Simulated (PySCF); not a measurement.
CHI2, SMILES I[CH]I, multiplicity 2. Geometry optimised at r2SCAN-D4/def2-SVP. The isomer is the one that the SMILES or the coordinates give; other isomers of the formula were not compared. The def2 effective core potentials stand for the cores of I; spin–orbit coupling is left out.

**Question.** Give the equilibrium geometry at r2SCAN-D4/def2-SVP (PySCF confirms it by a frequency run) as bond lengths and angles, and its point group. (The exact figures need the calculation; the answer reports its results.)

**Answer.** point group Cs.
Atoms: I1 C2 I3 H4. Bonds (Å): I1–C2 2.066, C2–I3 2.066, C2–H4 1.093. Angles (°): I1–C2–I3 123.6, I1–C2–H4 116.8, I3–C2–H4 116.8.
Charge 0, spin multiplicity 2.
